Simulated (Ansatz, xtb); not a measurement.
## Isomers of C6H11O+ in order of energy

9 gas-phase structures of C6H11O+, from a drawn sample of its isomers (lower ones may exist). Each was relaxed with GFN2-xTB; where two conformers were screened, the lower at r2SCAN-D4/def2-SVP is listed:

A. `C=C(OC)[C+](C)C`, a singlet
B. `CC(C)(C)CC#[O+]`, a singlet
C. `CO/C=C\[C+](C)C`, a singlet
D. `CCCCCC#[O+]`, a singlet
E. `C=C[C+](C)OCC`, a singlet
F. `C[O+]1C[C@H]2C[C@H]2C1`, a singlet
G. `CCC(C#[O+])CC`, a singlet
H. `CC[C@H](C)CC#[O+]`, a singlet
I. `CC(C)CCC#[O+]`, a singlet

Question: Estimate their order in r2SCAN-D4/def2-SVP energy at these geometries, lowest first.

Answer: Calculated order at r2SCAN-D4/def2-SVP: C (0.0), B (2.0), G (3.0), E (3.2), H (5.1), I (6.1), D (8.8), A (19.1), F (24.9) kcal/mol. Less than 1 kcal/mol parts G and E; H and I, so the order within those pairs means little. CCSD(T)/def2-SVP + ΔMP2/def2-TZVPP after further relaxation puts B lowest instead.

Energies above the lowest of each column, in kcal/mol; the last columns are at B3LYP/def2-SVP geometries and were run for some of them only (a dash: not run or not comparable):

| structure | GFN2-xTB | HF/STO-3G | r2SCAN-D4/def2-SVP | B3LYP/def2-SVP | CCSD(T)/def2-SVP + ΔMP2/def2-TZVPP |
| --- | --- | --- | --- | --- | --- |
| C | 0.0 | 21.5 | 0.0 | 0.0 | 8.4 |
| B | 7.2 | 25.5 | 2.0 | 5.6 | 0.0 |
| G | 10.9 | 21.8 | 3.0 | 3.8 | 0.7 |
| E | 8.6 | 21.9 | 3.2 | 2.0 | 6.8 |
| H | 10.8 | 27.4 | 5.1 | 6.7 | 3.5 |
| I | 12.3 | 27.5 | 6.1 | 7.9 | – |
| D | 15.7 | 27.2 | 8.8 | – | – |
| A | 19.2 | 52.7 | 19.1 | – | – |
| F | 7.8 | 0.0 | 24.9 | – | – |

CCSD(T)/def2-SVP + ΔMP2/def2-TZVPP puts B lowest of those it was run on, with G within 1 kcal/mol; GFN2-xTB picks C, HF/STO-3G picks F, r2SCAN-D4/def2-SVP picks C, B3LYP/def2-SVP picks C. CCSD(T)/def2-SVP + ΔMP2/def2-TZVPP orders those it was run on as B (0.0), G (0.7), H (3.5), E (6.8), C (8.4) kcal/mol. Less than 1 kcal/mol parts B and G, so the order within that pair means little. Flexible structures stand in one conformer each, not always the lowest. Frequencies (GFN2-xTB) were run for B, C, E, G, H alone. ΔMP2 is the change of the MP2 energy from the smaller to the larger basis.

Over these structures GFN2-xTB departs from r2SCAN-D4/def2-SVP by 5.3 kcal/mol on average once a common shift is removed. A GFN2-xTB relaxation took about 0.091 s and the r2SCAN-D4/def2-SVP energy about 1.9 s on a shared host (Ansatz 0.2.0, xtb 6.7.1).
